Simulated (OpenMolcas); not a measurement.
# Pd III: effect of the level shift or regulariser

```
Program             : OpenMolcas
Basis               : ANO-RCC-VTZP [7s6p4d2f1g]
Scalar Hamiltonian  : DKH2, point nucleus
Active space        : 8 electrons in 5 orbitals (4d)
State averaging     : 2S+1 = 3 even, 10 roots; 2S+1 = 1 even, 15 roots
Spin-orbit coupling : state interaction with AMFI integrals over the reference wave functions, term energies averaged over their components
```

Methods on the same reference wave functions:
A. CASSCF
B. SS-CASPT2, IPEA 0.25 Eh, imaginary shift 0.1 Eh (closed shells correlated: 4s 4p)
C. SS-CASPT2, IPEA 0.25 Eh, real shift 0.2 Eh (closed shells correlated: 4s 4p)
D. SS-CASPT2, IPEA 0.25 Eh, sigma2 regulariser 0.3 Eh (closed shells correlated: 4s 4p)

Energies in cm-1 above 4d8 3F4, the measured ground level; measured values from Moore, Atomic Energy Levels, vol. III, NSRDS-NBS 35 (1971 reprint of NBS Circular 467, 1958).

```
  Level      A      B      C      D  Measured
4d8 3F4    0.0    0.0    0.0    0.0       0.0
4d8 3F3   3119   3140   3140   3140      3230
4d8 3F2   4806   4560   4570   4560      4687
4d8 3P1  17416  14060  14070  14060     13470
4d8 3P0  17745  14310  14320  14310     13699
4d8 1G4  21504  18210  18220  18210     17880
4d8 1S0  50311  42070  42090  42070
```

Deviations, from unrounded energies. A percentage is the sum of absolute deviations over the sum of measured energies, with the sign that they share, or ± where signs differ.

| Against measurement | Levels | A | B | C | D |
| --- | --- | --- | --- | --- | --- |
| mean absolute deviation (cm-1) | 5 | 2400 | 350 | 350 | 350 |
| fine structure of the ground term (%) | 2 | ±2.9 | -2.7 | -2.7 | -2.7 |
| other terms of the ground configuration (%) | 3 | +25.8 | +3.4 | +3.5 | +3.4 |

B, C, D lie about equally close to measurement and A furthest from it. The largest miss of D in the table is 4d8 3P0, by +610 cm-1. The ranking rests on the paired levels alone, and a cruder setting can come out closer through cancelling errors.

Among B to D the level of the table that moves most is 4d8 1S0, by 21 cm-1 (lowest in D, highest in C). Moves below CASPT2's spread within the term are not significant.

The two smallest mean deviations differ by little beside CASPT2's spread within terms, so their order carries little weight.

From A to B the spin-free energies of the other terms of 4d8 shown, above 3F, scale by factors of 0.76 to 0.82, as is usual when dynamic correlation screens the repulsion within a d or f shell.

The lowest spin-free term lies below A's lowest term by 0.513 hartree in B, 0.512 hartree in C, 0.513 hartree in D.

CASPT2 breaks the degeneracy within a term, and the mean is taken; among the terms shown or strongly mixed into the levels shown the widest spread is 800 cm-1 (4d8 3F, D). Levels of configurations with an s electron are missing; early in the row they begin among the upper levels of the d shell and mix with terms of their name. Without dynamic correlation excited terms often stand tens of per cent too high (terms of higher spin than the ground term too low), and those without a measured partner can miss by more than the paired ones (holds for A). Computed and measured levels are paired by configuration, term and J; levels that our copy of the source lacks, or whose pairing is in doubt (as where it misses far off the trend of its configuration), stay unpaired and out of the deviations. Only configurations of the active space appear. Levels that lie high or do not pair safely by name in every column are left out.
